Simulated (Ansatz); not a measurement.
Ansatz (a first-principles code) input (CCSD(T)/def2-SVP):

Ansatz 0.2 input:
```yaml
crystal:
  periodic: [false, false, false]
  atoms:
    - {symbol: W, position_ang: [0.00480055, 0.00077764, -0.18365873]}
    - {symbol: O, position_ang: [1.31289553, 0.01813583, 0.88441102]}
    - {symbol: O, position_ang: [-1.35730065, -0.02532905, 0.81443220]}
basis:
  gaussian:
    orbitals: def2-SVP
magnetization: {spin_polarized: false}
correlation: {method: ccsd_t, electrons: outside_noble_gas}
```

End of the output:

```
integrals: 0.03 GiB planned
569 factors; integrals over basis functions are off by at most 7.7e-4 eV
mean field: 0.12 GiB planned
mean field evaluation 1: about -5864.3422 eV, gradient 7.3e1 eV
mean field evaluation 2: about -5864.3551 eV, gradient 7.3e1 eV
mean field evaluation 4: about -5875.6581 eV, gradient 4.4e0 eV
mean field evaluation 8: about -5875.7809 eV, gradient 2.8e-1 eV
mean field evaluation 16: about -5836.7091 eV, gradient 1.5e2 eV
mean field evaluation 32: about -5873.7830 eV, gradient 1.3e0 eV
mean field evaluation 64: about -5870.4232 eV, gradient 2.5e1 eV
mean field evaluation 96: about -5864.8119 eV, gradient 9.2e-1 eV
mean field evaluation 128: about -5863.8352 eV, gradient 5.1e-1 eV
mean field evaluation 160: about -5875.6609 eV, gradient 2.6e0 eV
mean field evaluation 192: about -5862.7663 eV, gradient 6.3e-2 eV
mean field -5875.78411240 eV, -215.9310833814 hartree, gradient 1.8e-6 eV, S^2 0.000000; 4 other end points of the search recorded, 0 dependent functions left out; unrestricted orbitals would lower it
determinant -5875.78411240 eV, -215.9310833814 hartree, with singles and doubles -5891.36132484 eV, -216.5035353796 hartree
determinant -5873.67380333 eV, -215.8535309532 hartree, with singles and doubles -5888.58452690 eV, -216.4014899377 hartree
6 core orbitals not correlated
reference -5875.78411240 eV, -215.9310833814 hartree; 9, 9 occupied and 45, 45 virtual orbitals, 569 factors
second order -16.91161703 eV of doubles, -0.00000000 eV of singles
coupled cluster: 0.10 GiB planned
cycle   1  -15.59475962 eV  change   -1.8e-2 eV  update   6.4e-3
cycle   2  -15.58185557 eV  change    1.3e-2 eV  update   5.1e-3
cycle   3  -15.58698222 eV  change   -5.1e-3 eV  update   4.0e-3
cycle   4  -15.59083552 eV  change   -3.9e-3 eV  update   1.4e-3
cycle   5  -15.59474430 eV  change   -3.9e-3 eV  update   8.5e-4
cycle   6  -15.59245031 eV  change    2.3e-3 eV  update   3.4e-4
cycle   7  -15.59277126 eV  change   -3.2e-4 eV  update   2.4e-4
cycle   8  -15.59280888 eV  change   -3.8e-5 eV  update   6.8e-5
cycle   9  -15.59266553 eV  change    1.4e-4 eV  update   4.1e-5
cycle  10  -15.59266577 eV  change   -2.4e-7 eV  update   1.7e-5
coupled cluster: 0.10 GiB planned
perturbative correction -1.02332061 eV, -0.0376063386 hartree
Total energy: -5892.40009878 eV, -216.5417096180 hartree
```
